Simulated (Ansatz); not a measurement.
Calculated with Ansatz (gas phase, PBE0-D4/def2-TZVP geometries, no zero-point term in ΔE). CBS: MP2 limit from def2 TZ/QZ plus the TZ coupled-cluster correction, frozen cores. This one scheme is used for every species. DFT in def2-TZVPP. B3LYP here is the variant with VWN-RPA as its local correlation; programs differ in this. Each species was taken in one conformer, which may not be the lowest.

Reaction (hydrogenolysis of the Al–F bond): `O[SiH2][AlH][F]` + H₂ → `O[SiH2][AlH2]` + H–F

```json
{"level": "PBE-D4", "ΔE (kcal/mol)": "40.2", "difference from CCSD(T)/CBS": "-0.5"}
{"level": "BHLYP-D4", "ΔE (kcal/mol)": "41.0", "difference from CCSD(T)/CBS": "0.3"}
{"level": "PBE0", "ΔE (kcal/mol)": "38.8", "difference from CCSD(T)/CBS": "-1.9"}
{"level": "B3LYP", "ΔE (kcal/mol)": "41.4", "difference from CCSD(T)/CBS": "0.7"}
{"level": "BHLYP", "ΔE (kcal/mol)": "40.8", "difference from CCSD(T)/CBS": "0.1"}
{"level": "RPA@PBE/def2-TZVPP", "ΔE (kcal/mol)": "39.4", "difference from CCSD(T)/CBS": "-1.3"}
{"level": "CCSD(T)/def2-SVP", "ΔE (kcal/mol)": "40.3", "difference from CCSD(T)/CBS": "-0.4"}
{"level": "MP2/def2-TZVPP", "ΔE (kcal/mol)": "41.7", "difference from CCSD(T)/CBS": "1.0"}
{"level": "CCSD(T)/def2-TZVPP", "ΔE (kcal/mol)": "40.0", "difference from CCSD(T)/CBS": "-0.7"}
{"level": "MP2/def2-QZVPP", "ΔE (kcal/mol)": "42.3", "difference from CCSD(T)/CBS": "1.6"}
{"level": "CCSD(T)/CBS", "ΔE (kcal/mol)": "40.7", "difference from CCSD(T)/CBS": "0"}
```

Largest T1 diagnostic among the species: 0.013.

In def2-TZVPP, CCSD(T) changes the Hartree–Fock value by +1.4 kcal/mol (the triples alone add +0.6 kcal/mol) and MP2 by +3.1 kcal/mol. From r2SCAN to r2SCAN0 (25 % exact exchange), in def2-TZVPP and without D4, ΔE moves by −1.6 kcal/mol.
